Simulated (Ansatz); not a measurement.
Consider the substitution at a C–Ge bond: `CO[C](=N)[GeH3]` + HCl → `COC(=N)Cl` + GeH₄.

Calculated with Ansatz (gas phase, PBE0-D4/def2-TZVP geometries, no zero-point term in ΔE). CCSD(T)/CBS is the MP2 limit (def2-TZVPP, def2-QZVPP) plus CCSD(T) − MP2 in def2-TZVPP, frozen cores. This one scheme is used for every species. Functionals use def2-TZVPP. B3LYP here is the variant with VWN-RPA as its local correlation; programs differ in this. HSE06 is defined as in plane-wave codes. For Ge outer-core shells are correlated without core-valence functions, which leaves a few kJ/mol of doubt a bond. Scalar relativity is left out up to krypton. Each species was taken in one conformer, which may not be the lowest.

```csv
level,ΔE (kcal/mol),difference from CCSD(T)/CBS
PBE-D4,9.6,-3.3
PBE0-D4,10.1,-2.8
B3LYP-D4,10.9,-2.0
BHLYP-D4,11.4,-1.5
PBE-QIDH,10.9,-2.0
revPBE,9.2,-3.7
r2SCAN,9.6,-3.3
r2SCAN0,9.9,-3.0
HSE06,9.6,-3.3
CAM-B3LYP,10.3,-2.6
RPA@PBE/def2-TZVPP,12.5,-0.4
MP2/def2-SVP,10.4,-2.5
HF/def2-TZVPP,10.9,-2.0
SCS-MP2/def2-TZVPP,12.2,-0.7
HF/def2-QZVPP,10.8,-2.1
MP2/def2-QZVPP,12.6,-0.3
CCSD(T)/CBS,12.9,0
```

Largest T1 diagnostic among the species: 0.013.

From BLYP to BHLYP (50 % exact exchange), in def2-TZVPP and without D4, ΔE moves by +0.7 kcal/mol. Leaving LDA and LC-ωPBE aside and taking each functional with its dispersion term where it has one, the values, not all of them listed here, spread over 2.7 kcal/mol, from B97M-V to BHLYP-D4. LDA lies −0.8 kcal/mol from PBE without D4. In def2-TZVPP, CCSD(T) changes the Hartree–Fock value by +1.8 kcal/mol (the triples alone add −0.2 kcal/mol) and MP2 by +1.6 kcal/mol.

CCSD(T)/CBS has its own doubt, a few kJ/mol and more with outer-core shells, so smaller differences from it don't rank the levels.
